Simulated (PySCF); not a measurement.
Geometry:
```json
{"atom": "Si1", "x (Å)": "1.989", "y (Å)": "-0.147", "z (Å)": "0.015"}
{"atom": "Si2", "x (Å)": "-0.063", "y (Å)": "0.896", "z (Å)": "-0.283"}
{"atom": "Si3", "x (Å)": "-1.939", "y (Å)": "-0.362", "z (Å)": "0.242"}
{"atom": "Cl4", "x (Å)": "-1.684", "y (Å)": "-2.236", "z (Å)": "-0.513"}
{"atom": "H5", "x (Å)": "3.082", "y (Å)": "0.509", "z (Å)": "-0.706"}
{"atom": "H6", "x (Å)": "1.959", "y (Å)": "-1.538", "z (Å)": "-0.439"}
{"atom": "H7", "x (Å)": "2.375", "y (Å)": "-0.167", "z (Å)": "1.430"}
{"atom": "H8", "x (Å)": "-0.186", "y (Å)": "1.380", "z (Å)": "-1.670"}
{"atom": "H9", "x (Å)": "-0.151", "y (Å)": "2.133", "z (Å)": "0.512"}
{"atom": "H10", "x (Å)": "-3.225", "y (Å)": "0.089", "z (Å)": "-0.293"}
{"atom": "H11", "x (Å)": "-2.151", "y (Å)": "-0.555", "z (Å)": "1.679"}
```

[PySCF 2.14.0 with density-fitted response routines: NMR shieldings at PBE0/pcSseg-1/GIAO; coordinates at the GFN2-xTB level; fast rotation and ring inversion assumed for equivalent nuclei; one conformer; no relativistic terms; isolated molecule]

Chemical shifts δ = σref − σ; 1H (31.72 ppm), 29Si (349.16 ppm) against TMS; 35Cl (949.78 ppm) against HCl, all at this level.

| atoms | nucleus | count | Hirshfeld charge | δ (ppm) |
| --- | --- | --- | --- | --- |
| H10/H11 | 1H | 2 | -0.07 | 5.45 |
| Cl4 | 35Cl | 1 | -0.13 | -104 |
| Si2 | 29Si | 1 | 0.15 | -125.9 |
| H5/H6/H7 | 1H | 3 | -0.07 | 3.62 |
| Si3 | 29Si | 1 | 0.26 | ? |
| Si1 | 29Si | 1 | 0.22 | -119.3 |
| H8/H9 | 1H | 2 | -0.07 | ? |

Question: Estimate the values marked ?.

Answer: 
- H8/H9: 3.42 ppm, hydrogen on a silicon bonded to 2 Si
- Si3: -28.0 ppm, silicon bonded to Cl, Si, 2 H
